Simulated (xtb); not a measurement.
aminoborane (H₄BN), singlet, geometry from GFN2-xTB, atoms displaced at random by about 0.02 Å a coordinate; GFN1-xTB run with xtb 6.7.1.

xtb was given this input:
```
$ xtb mol.xyz --gfn 1 --opt lax --json

# file mol.xyz
6

B     -0.80667285     0.03678025     0.02422815
N      0.59793403    -0.04673303     0.02365848
H     -1.38864087    -0.95342305    -0.03643338
H     -1.28228350     1.05518631    -0.00923187
H      1.22502700     0.77911035     0.02247224
H      1.11464219    -0.88293887    -0.02868305
```

What the program printed (banner, timings and long lists left out):

```
   ID    Z sym.   atoms
    1    5 B      1
    2    7 N      2
    3    1 H      3-6

           -------------------------------------------------
          |                Calculation Setup                |
           -------------------------------------------------

           -------------------------------------------------
          |                 G F N 1 - x T B                 |
           -------------------------------------------------

          ...................................................
          :                      SETUP                      :
          :.................................................:
          :  # basis functions                  16          :
          :  # atomic orbitals                  16          :
          :  # shells                           12          :
          :  # electrons                        12          :
          :  # halogen bonds                     0          :
          :  max. iterations                   250          :
          :  Hamiltonian                  GFN1-xTB          :
          :  restarted?                      false          :
          :  GBSA solvation                  false          :
          :  PC potential                    false          :
          :  electronic temp.          300.0000000     K    :
          :  accuracy                    1.0000000          :
          :  -> integral cutoff          0.2500000E+02      :
          :  -> integral neglect         0.1000000E-07      :
          :  -> SCF convergence          0.1000000E-05 Eh   :
          :  -> wf. convergence          0.2000000E-04 e    :
          :  Broyden damping             0.4000000          :
          :  net charge                          0          :
          :  unpaired electrons                  0          :
          ...................................................

 iter      E             dE          RMSdq      gap      omega  full diag
   1     -6.8408573 -0.684086E+01  0.746E+00    5.66       0.0  T
   2     -6.8539651 -0.131078E-01  0.438E+00    6.25       1.0  T
   3     -6.8552320 -0.126693E-02  0.942E-01    5.96       1.0  T
   4     -6.8562405 -0.100850E-02  0.324E-01    6.07       1.0  T
   5     -6.8563875 -0.147016E-03  0.305E-02    6.14       1.3  T
   6     -6.8563903 -0.282618E-05  0.114E-02    6.13       3.6  T
   7     -6.8563907 -0.316745E-06  0.183E-03    6.13      22.4  T
   8     -6.8563907 -0.995820E-08  0.593E-05    6.13     688.2  T
   9     -6.8563907 -0.550315E-11  0.198E-05    6.13    2062.5  T

   *** convergence criteria satisfied after 9 iterations ***

         :::::::::::::::::::::::::::::::::::::::::::::::::::::
         ::                     SUMMARY                     ::
         :::::::::::::::::::::::::::::::::::::::::::::::::::::
         :: total energy              -6.760800071211 Eh    ::
         :: gradient norm              0.072477797986 Eh/a0 ::
         :: HOMO-LUMO gap              6.128261353158 eV    ::
         ::.................................................::
         :: SCC energy                -6.856390676095 Eh    ::
         :: -> electrostatic           0.014679860065 Eh    ::
         :: repulsion energy           0.096436380267 Eh    ::
         :: dispersion energy         -0.000845775383 Eh    ::
         :: halogen bond corr.         0.000000000000 Eh    ::
         :: add. restraining           0.000000000000 Eh    ::
         :: total charge               0.000000000000 e     ::
         :::::::::::::::::::::::::::::::::::::::::::::::::::::

      -----------------------------------------------------------
     |                   =====================                   |
     |                        A N C O P T                        |
     |                   =====================                   |
     |               Approximate Normal Coordinate               |
     |                Rational Function Optimizer                |
[...]
 * total energy  :    -6.7608001 Eh     change       -0.8784085E-12 Eh
 * total energy  :    -6.7640274 Eh     change       -0.3227377E-02 Eh
 * total energy  :    -6.7643663 Eh     change       -0.3389002E-03 Eh
 * total energy  :    -6.7649332 Eh     change       -0.5668424E-03 Eh
 * total energy  :    -6.7649444 Eh     change       -0.1125121E-04 Eh
   *** GEOMETRY OPTIMIZATION CONVERGED AFTER 5 ITERATIONS ***
         :: total energy              -6.764944441974 Eh    ::
[...]
         :: gradient norm              0.001209395305 Eh/a0 ::
         :: HOMO-LUMO gap              6.182378742259 eV    ::
         ::.................................................::
         :: SCC energy                -6.855146612677 Eh    ::
         :: -> electrostatic           0.014505852928 Eh    ::
         :: repulsion energy           0.091047824296 Eh    ::
         :: dispersion energy         -0.000845653593 Eh    ::
         :: halogen bond corr.         0.000000000000 Eh    ::
         :: add. restraining           0.000000000000 Eh    ::
         :: total charge               0.000000000000 e     ::
         :::::::::::::::::::::::::::::::::::::::::::::::::::::

           -------------------------------------------------
          |                Property Printout                |
           -------------------------------------------------

    * Orbital Energies and Occupations

         #    Occupation            Energy/Eh            Energy/eV
      -------------------------------------------------------------
         1        2.0000           -0.7576677             -20.6172
         2        2.0000           -0.5695545             -15.4984
         3        2.0000           -0.5664813             -15.4147
         4        2.0000           -0.4802231             -13.0675
         5        2.0000           -0.4420082             -12.0277
         6        2.0000           -0.4348912             -11.8340 (HOMO)
         7                         -0.2076929              -5.6516 (LUMO)
         8                         -0.1211128              -3.2956
         9                         -0.0688893              -1.8746
        10                         -0.0556727              -1.5149
        11                         -0.0275824              -0.7506
        12                          0.2150277               5.8512
        13                          0.2471355               6.7249
        14                          0.4171286              11.3506
        15                          0.5110632              13.9067
        16                          0.5861290              15.9494
      -------------------------------------------------------------
                  HL-Gap            0.2271982 Eh            6.1824 eV
             Fermi-level           -0.3212921 Eh           -8.7428 eV

  Mulliken/CM5 charges         n(s)   n(p)   n(d)
     1B     0.23453  0.01606   0.925  1.841  0.000
     2N    -0.43853 -0.83563   1.437  4.001  0.000
     3H    -0.10318  0.00805   1.103  0.000  0.000
     4H    -0.10316  0.00821   1.103  0.000  0.000
     5H     0.20508  0.40168   0.795  0.000  0.000
     6H     0.20526  0.40164   0.795  0.000  0.000

Wiberg/Mayer (AO) data.
largest (>0.10) Wiberg bond orders for each atom

 ---------------------------------------------------------------------------
     #   Z sym  total        # sym  WBO       # sym  WBO       # sym  WBO
 ---------------------------------------------------------------------------
     1   5 B    3.390 --     2 N    1.436     3 H    0.966     4 H    0.966
     2   7 N    3.303 --     1 B    1.436     5 H    0.934     6 H    0.933
     3   1 H    0.994 --     1 B    0.966
     4   1 H    0.994 --     1 B    0.966
     5   1 H    0.966 --     2 N    0.934
     6   1 H    0.966 --     2 N    0.933
 ---------------------------------------------------------------------------

Topologies differ in total number of bonds
Writing topology from bond orders to xtbtopo.mol

 dipole moment from electron density (au)
     X       Y       Z
   0.9473  -0.0441   0.0064  total (Debye):    2.410

optimized geometry written to: xtbopt.xyz

           -------------------------------------------------
          | TOTAL ENERGY               -6.764944441974 Eh   |
          | GRADIENT NORM               0.001209395305 Eh/α |
          | HOMO-LUMO GAP               6.182378742259 eV   |
           -------------------------------------------------

normal termination of xtb
```
